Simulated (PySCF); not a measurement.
# How methods differ on the ionisation energy of Cl⁺

Cl⁺ [Ne] 3s2 3p4 (3P) → Cl²⁺ [Ne] 3s2 3p3 (4S), as a difference of total energies. Calculation: PySCF 2.14, in aug-cc-pV(D+d)Z; no relativity, point nucleus. Correlated levels: valence: [Ne] frozen. The calculations carry no spin-orbit coupling.

```
           method  ionisation energy (eV)
              UHF                  22.535
              LDA                  23.949
             TPSS                  23.854
    MP2 (valence)                  23.053
SCS-MP2 (valence)                  23.076
   CCSD (valence)                  23.074
CCSD(T) (valence)                  23.092
```

Q: How much does correlation contribute at CCSD(T) (valence)?

A: 23.092 − (22.535) = 0.557 eV, measured against UHF.

Errors of the correlated levels include the incompleteness of this basis and the frozen core.

For comparison: 23.771 eV (measured; NIST levels, between the centres of gravity of the two terms).
